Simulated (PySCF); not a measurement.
Input file for PySCF: R-M06-2X/def2-TZVPP on GeH7NSi (SMILES N[SiH2][GeH3]), a point of a torsion scan.

```python
from pyscf import gto, dft

mol = gto.M(
    atom='''
    N     1.64873894    0.67480635    0.33379559
    Si    0.62421676   -0.68783845    0.10673667
    Ge   -1.54725575    0.07674152    0.46848688
    H     2.64556967    0.56597398    0.24369258
    H     1.36609896    1.56998109   -0.03225218
    H     0.71651445   -1.32466015   -1.21923043
    H     1.05837397   -1.66641378    1.10377521
    H    -2.48435114   -0.07220541   -0.69775533
    H    -1.69472728    1.53298094    0.81096156
    H    -2.30329155   -0.60174985    1.57240121
    ''',
    basis='def2-tzvpp',
    charge=0, spin=0, verbose=4, max_memory=1800)
mf = dft.RKS(mol, xc='m062x').density_fit(auxbasis='def2-universal-jkfit')
mf.grids.level = 4
mf.conv_tol = 1e-9
mf.max_cycle = 150
mf.kernel()
mf.dip_moment()
```

Q: What total energy does the run end on?

A: -2425.4470 hartree.
